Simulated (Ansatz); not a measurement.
`OC([SiH3])[SiH2]Cl` + `N[SiH2][SiH2]Cl` → `[SiH3]N[SiH2][SiH2]Cl` + `OC[SiH2]Cl`  (ligand exchange at the Si–C bond)

Gas-phase electronic energies from Ansatz, PBE0-D4/def2-TZVP geometries. CCSD(T)/CBS adds triple-zeta CCSD(T) − MP2 to the extrapolated MP2 energy (def2 sets, frozen cores). Functionals use def2-TZVPP. One conformer a species, not always the lowest.

`OC([SiH3])[SiH2]Cl`:

Z-matrix (Å, degrees):
```
C
Si 1 1.891
Si 1 1.878 2 112.3
O 1 1.426 2 107.6 3 123.0
H 1 1.103 2 106.5 3 -117.4
H 2 1.489 1 107.8 3 57.6
H 2 1.484 1 110.1 3 177.1
H 2 1.484 1 110.2 3 -61.5
Cl 3 2.069 1 106.0 2 170.0
H 3 1.481 1 112.3 2 53.7
H 3 1.482 1 111.9 2 -72.1
H 4 0.964 1 108.5 2 -173.1
```

`N[SiH2][SiH2]Cl`:

Cartesian coordinates in Å:
```
N -0.620 -1.612 0.197
Si -0.958 0.048 -0.095
Si 1.088 1.161 0.145
Cl 2.491 0.037 -0.891
H 0.186 -2.030 -0.240
H -1.369 -2.279 0.294
H -1.943 0.521 0.916
H -1.519 0.386 -1.439
H 1.550 1.242 1.554
H 1.094 2.526 -0.441
```

`[SiH3]N[SiH2][SiH2]Cl`:

Z-matrix (Å, degrees):
```
Si
N 1 1.727
H 1 1.489 2 111.7
H 1 1.485 2 106.5 3 -118.9
H 1 1.486 2 112.0 3 120.9
Si 2 1.726 1 128.6 3 119.0
H 2 1.010 1 116.3 3 -60.2
Si 6 2.346 2 110.8 1 30.9
H 6 1.489 2 108.7 1 150.2
H 6 1.494 2 113.8 1 -90.7
Cl 8 2.067 6 108.6 2 44.9
H 8 1.487 6 110.2 2 162.8
H 8 1.484 6 114.0 2 -75.2
```

`OC[SiH2]Cl`:

Cartesian coordinates in Å:
```
O 1.662 0.525 0.130
C 0.309 0.856 -0.125
Si -0.782 -0.672 -0.250
Cl -0.456 -1.751 1.483
H 1.695 -0.029 0.916
H 0.287 1.389 -1.081
H -0.094 1.548 0.629
H -2.224 -0.325 -0.316
H -0.398 -1.541 -1.387
```

| level | ΔE (kJ/mol) | difference from CCSD(T)/CBS |
| --- | --- | --- |
| revPBE-D4 | -52.9 | 7.8 |
| BLYP-D4 | -58.2 | 2.5 |
| r2SCAN0-D4 | -61.0 | -0.3 |
| CAM-B3LYP-D4 | -62.7 | -2.0 |
| PBE-QIDH | -60.3 | 0.4 |
| PBE | -49.9 | 10.8 |
| BHLYP | -64.7 | -4.0 |
| CAM-B3LYP | -60.7 | 0.0 |
| MP2/def2-SVP | -62.6 | -1.9 |
| CCSD(T)/def2-TZVPP | -61.1 | -0.4 |
| CCSD(T)/CBS | -60.7 | 0 |

Largest T1 diagnostic among the species: 0.011.

From BLYP to BHLYP (50 % exact exchange), in def2-TZVPP and without D4, ΔE moves by −10.0 kJ/mol. Leaving LDA and LC-ωPBE aside and taking each functional with its dispersion term where it has one, the values, not all of them listed here, spread over 15.8 kJ/mol, from BHLYP-D4 to PBE-D4.
